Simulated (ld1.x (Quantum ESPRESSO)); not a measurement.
## Sn, TM: configuration errors across variants

ld1.x (Quantum ESPRESSO) 7.5 input, shortened:

```
&input
   title='Sn', zed=50., rel=1, dft='PW91', iswitch=3,
   config='[Kr] 4d10 5s1.5 5p2.5 5d-2'
 /
 &inputp
   pseudotype=2, tm=.true., lloc=1,
   nlcc=.true.
 /
3
5S  1  0   1.50   0.00  1.65  1.65  0.0
5D  3  2  -2.00   0.10  2.10  2.10  0.0
5P  2  1   2.50   0.00  2.40  2.40  0.0
 &test
   configts(1)='5s1.5 5p2.5'
 /
```

All-electron excitation energies from the reference (eV): (1) 5s2 5p2 -3.473; (2) 5s2 5p1 3.460; (3) 5s2 5p0 17.490; (4) 5s1 5p0 48.564; (5) 5s1 5p2 11.137; (6) 5s1 5p3 3.533; (7) 5s0 5p4 10.770.

3 further variants failed, have other tests or another functional or relativity, and are left out.

A true bound ghost makes a file unfit for plane-wave use even where its test errors are small: the radial tests pick states by their node count and pass the ghost by.

Errors AE − PS in meV (a dash: test not solved or not reliable):

```csv
change,(1),(2),(3),(4),(5),(6),(7),bound ghosts
base,-3.5,-5.4,-41,-258,-18,-4.4,-39,d
wave 5d channel at 0.1 Ry: rc 2.10 bohr becomes 5d channel at 0.1 Ry: rc 3.18 bohr,-3.5,-5.4,-41,-258,-18,-4.4,-39,none
"all radii but the core radius scaled by about 1.33 (s 2.20, p 3.20, d 2.80 bohr)",+2.5,0.0,+27,+120,+8.0,+0.5,-11,s
local potential the s channel,-3.6,-5.5,-44,-268,-19,-4.5,-40,d
```

(1) Give the same row for: type TM semilocal; local potential the s channel.

Results:

(1) -3.6, -5.4, -44, -268, -18, -4.4, -39; bound ghosts: none.
